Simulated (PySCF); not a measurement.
Compound: Cl2CrO2 (singlet state).
Atom-mapped SMILES: `[O:1]=[Cr:2](=[O:3])([Cl:4])[Cl:5]`

Structure used (PBE0-D3(BJ)/def2-SVP), in Å, numbered top down from 1:
```
atom  x, y, z in Å
O1     0.0994   -1.1305    1.1243
Cr2    0.0013    0.0025    0.1087
O3    -0.2101    1.3109    0.8608
Cl4    1.8047    0.1230   -0.9860
Cl5   -1.6617   -0.3399   -1.1460
```

Jobs on this species (5 atoms, 74 electrons) with PySCF (density fitting). Hardware of each: one thread of an Arm Neoverse V1 (shared host). The host was shared with other jobs, so the times are rough. Peak memory is the resident size of the whole Python process, interpreter and libraries included.

```
                                                                  level and settings                                                          work  basis functions  SCF cycles  wall time  peak memory
 delta-SCF UKS SCAN, def2-TZVP on the ionised atom, pcseg-1 elsewhere, spin-free X2C                                 ΔSCF core ionisation, 3 holes              114           ?          ?            ?
delta-SCF UKS CAM-B3LYP, pcX-2 on the ionised atom, pcseg-1 elsewhere, spin-free X2C                                 ΔSCF core ionisation, 3 holes              137          55       21 s     0.60 GiB
      delta-SCF UKS PBE, pcX-2 on the ionised atom, pcseg-1 elsewhere, spin-free X2C                                 ΔSCF core ionisation, 3 holes              137         111      9.0 s     0.48 GiB
  delta-SCF UKS SCAN, cc-pCVTZ on the ionised atom, pcseg-1 elsewhere, spin-free X2C                                 ΔSCF core ionisation, 3 holes              136         127       17 s     0.40 GiB
                                                  PBE0-D3(BJ)/def2-SVP, grid level 1  geometry optimisation from a GFN2-xTB start shaken at random               95         141       65 s     0.41 GiB
     delta-SCF UKS TPSS, pcX-2 on the ionised atom, pcseg-1 elsewhere, spin-free X2C                                 ΔSCF core ionisation, 3 holes              137         207       27 s     0.48 GiB
     delta-SCF UKS SCAN, pcX-2 on the ionised atom, pcseg-1 elsewhere, spin-free X2C                                 ΔSCF core ionisation, 3 holes              137         264       32 s     0.41 GiB
    delta-SCF UKS B3LYP, pcX-2 on the ionised atom, pcseg-1 elsewhere, spin-free X2C                                 ΔSCF core ionisation, 3 holes              137          81       23 s     0.48 GiB
   delta-SCF UKS r2SCAN, pcX-2 on the ionised atom, pcseg-1 elsewhere, spin-free X2C                                 ΔSCF core ionisation, 3 holes              137         138       18 s     0.41 GiB
```

Task: Fill in the missing figures.

Result: 
- delta-SCF UKS SCAN, def2-TZVP on the ionised atom, pcseg-1 elsewhere, spin-free X2C; ΔSCF core ionisation, 3 holes: 27 s, 0.36 GiB, 227 SCF cycles

Task: What do all jobs in the table cost together?

Result: About 4.0 min; the longest takes about 27 % of that, and about 7.2 times as long as the shortest.
